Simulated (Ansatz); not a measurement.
Basis-set extrapolation for C$_{3}$H$_{9}$B (`CBCC`) (PBE0-D4/def2-TZVP geometry, frozen core, the Gaussian-basis code of Ansatz). Multiplicity 1, RHF reference.

```json
{"": "HF", "def2-TZVPP": "-143.579268", "def2-QZVPP": "-143.586327"}
{"": "MP2 correlation", "def2-TZVPP": "-0.636930", "def2-QZVPP": "-0.676460"}
{"": "CCSD(T) correlation", "def2-TZVPP": "-0.714382", "def2-QZVPP": "not run"}
```

Energies in hartree. Use E(X) = E(∞) + A·exp(−7.88·√X) for Hartree–Fock and E(X) = E(∞) + B·X^(−2.97) for correlation, with X = 3 and 4, and add CCSD(T) minus MP2 of the smaller set to the MP2 limit.

Question: What is the CCSD(T) energy at the basis-set limit?

Answer: HF limit: -143.586327 + (-0.007059) × 0.13774 = -143.58730. MP2 limit: -0.676460 + (-0.039530) × 0.74074 = -0.70574. Higher-order term: -0.714382 − (-0.636930) = -0.07745. Total: -144.37049 hartree, 2.09 eV below CCSD(T)/def2-TZVPP.
